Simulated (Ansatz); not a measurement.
The same molecule with X = F, Cl, Br, I. Ansatz, PBE0-D4/def2-TZVP geometries, multiplicity 2.

Elements past krypton have def2 core potentials. Scalar relativity is left out up to krypton.

```csv
X,molecule,mean X–Ge bond length / Å,zero-point energy (PBE0-D4/def2-TZVP) / kJ/mol,size of the dipole moment (ωB97M-V/def2-TZVPP) / D,size of the dipole moment (PBE/def2-TZVPP) / D
F,`[F][GeH2]`•,1.745,41.9,2.05,1.83
Br,`[GeH2][Br]`•,2.308,39.0,1.75,1.44
I,`[GeH2][I]`•,2.509,38.3,1.40,1.04
```

Give the row for X = Cl, `[Cl][GeH2]`•. (Best estimate.)

Ansatz gave: 
| X | molecule | mean X–Ge bond length / Å | zero-point energy (PBE0-D4/def2-TZVP) / kJ/mol | size of the dipole moment (ωB97M-V/def2-TZVPP) / D | size of the dipole moment (PBE/def2-TZVPP) / D |
| --- | --- | --- | --- | --- | --- |
| Cl | `[Cl][GeH2]`• | 2.156 | 40.0 | 1.83 | 1.58 |

From F to I the mean X–Ge bond length rises at each step, by 0.764 Å in all; the zero-point energy (PBE0-D4/def2-TZVP) falls at each step, by 3.6 kJ/mol in all. Bonds lengthen as the atom grows down the group. Dipoles are sizes alone, and their direction can turn along the series.
